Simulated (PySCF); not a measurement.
**Correlation energy of Mg (magnesium, neutral)**

[Ne] 3s1 3p1, high-spin 3P determinant (an excited configuration). Computed with PySCF 2.14 in aug-cc-pVTZ, with no relativity, point nucleus. Frozen: [Ne]; 2 electrons correlated.

With two correlated electrons CCSD is exact within the correlated space (frozen core and kept virtual orbitals).

```csv
level,correlation energy (mhartree)
CCSD,-4.38
```

Diagnostics: T1 = 0.0067, D1 = 0.0114, largest double amplitude 0.036.

Cost of the coupled-cluster step: of the order of 0.8 core-seconds, for 2 correlated electrons.

Iterations:

```
CC2 = 0
CCSD nocc = (np.int64(2), np.int64(0)), nmo = (45, 45)
frozen orbitals [[0, 1, 2, 3, 4], [0, 1, 2, 3, 4]]
max_cycle = 100
direct = 0
conv_tol = 1e-08
conv_tol_normt = 1e-06
diis_space = 8
diis_start_cycle = 0
Init t2, MP2 energy = -0.00234341996827004
Init E_corr(UCCSD) = -0.00234341997375475
cycle = 1  E_corr(UCCSD) = -0.00333954859871109  dE = -0.000996128625  norm(t1,t2) = 0.024482
cycle = 2  E_corr(UCCSD) = -0.00381936357520502  dE = -0.000479814976  norm(t1,t2) = 0.0134549
cycle = 3  E_corr(UCCSD) = -0.00438421890985953  dE = -0.000564855335  norm(t1,t2) = 0.00772734
cycle = 4  E_corr(UCCSD) = -0.00438163528195016  dE = 2.58362791e-06  norm(t1,t2) = 0.000982108
cycle = 5  E_corr(UCCSD) = -0.00438416666556408  dE = -2.53138361e-06  norm(t1,t2) = 0.000143829
cycle = 6  E_corr(UCCSD) = -0.00438314398537057  dE = 1.02268019e-06  norm(t1,t2) = 2.23451e-05
cycle = 7  E_corr(UCCSD) = -0.004383621722315  dE = -4.77736944e-07  norm(t1,t2) = 5.68375e-06
cycle = 8  E_corr(UCCSD) = -0.00438345394020418  dE = 1.67782111e-07  norm(t1,t2) = 2.27488e-06
cycle = 9  E_corr(UCCSD) = -0.00438346964321021  dE = -1.5703006e-08  norm(t1,t2) = 2.27742e-07
cycle = 10  E_corr(UCCSD) = -0.00438346625959454  dE = 3.38361567e-09  norm(t1,t2) = 6.09342e-08
UCCSD converged
E(UCCSD) = -199.5518862129824  E_corr = -0.004383466259594545
```
